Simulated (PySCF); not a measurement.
# Chromium: a sound run and one with changed settings

Sound run: Cr [Ar] 3d5 4s1, Cr⁺ [Ar] 3d5. Calculation: PySCF 2.14, in cc-pVDZ; the non-relativistic Hamiltonian (point nucleus). In the sound run the correlated levels freeze [Ar]. The sound run starts from symmetry-adapted Hartree-Fock orbitals and uses a fine grid where one is needed.

A second run was set up differently.

| species | method | sound run (hartree) | changed run (hartree) | converged |
| --- | --- | --- | --- | --- |
| Cr | MP2 | -1043.43515 | -1043.62626 | yes |
| Cr⁺ | MP2 | -1043.20281 | -1043.38587 | yes |

Ionisation energy of Cr:

```csv
method,sound run (eV),changed run (eV)
UHF,5.911,5.911
MP2,6.322,6.542
SCS-MP2,6.048,6.269
```

Task: What was changed?
A. a valence shell is frozen
B. minimal basis
C. level shift left on
D. all electrons correlated in a valence basis

Result: D. A valence basis has no tight correlating functions, so it recovers only part of the core correlation, and not evenly between atom and ion.
